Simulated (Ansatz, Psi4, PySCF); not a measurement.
As (SMILES [As+]), charge +1, triplet. Base run: WB97M-V/6-31G* run with PySCF.

Here is a job for PySCF.
```python
from pyscf import gto, scf, dft

mol = gto.Mole()
mol.atom = '''
    As    0.000000    0.000000    0.000000
'''
mol.basis = '6-31g*'
mol.charge = 1
mol.spin = 2
mol.verbose = 4
mol.build()

mf = dft.UKS(mol)
mf.xc = 'wb97m_v'
mf.kernel()
```

The same geometry, method and basis name were run in Ansatz (a quantum-chemistry and plane-wave program) and Psi4 and PySCF, at each program's defaults and at the settings that a row names. The base is PySCF at its defaults. Differences at the defaults can come from grids, fitting, cores and function types together.

```
code and settings                                                                             ΔE vs base (mEh)  basis functions       E (Eh)  SCF cycles
--------------------------------------------------------------------------------------------  ----------------  ---------------  -----------  ----------
PySCF, defaults (exact integrals, its default grid, spherical functions)                                 0.000               32  -2235.04381           7
Psi4, defaults (density fitting with its default set, its default grid, Cartesian functions)            81.240               35  -2234.96257           9
Ansatz, defaults (factorised integrals, its default grid, Cartesian functions)                          -5.476               35  -2235.04929           -
PySCF, density fitting with def2-universal-jkfit                                                         0.008               32  -2235.04381           7
PySCF, fine grid                                                                                         0.001               32  -2235.04381           7
Psi4, exact integrals, spherical functions, fine grid                                                    0.004               32  -2235.04381          11
Ansatz, high accuracy, Cartesian functions as the basis file defines them                               -5.476               35  -2235.04929           -
```

Open shells are given as the SCF converged; they aren't shown to be the lowest states, and a large step between rows can be another state.
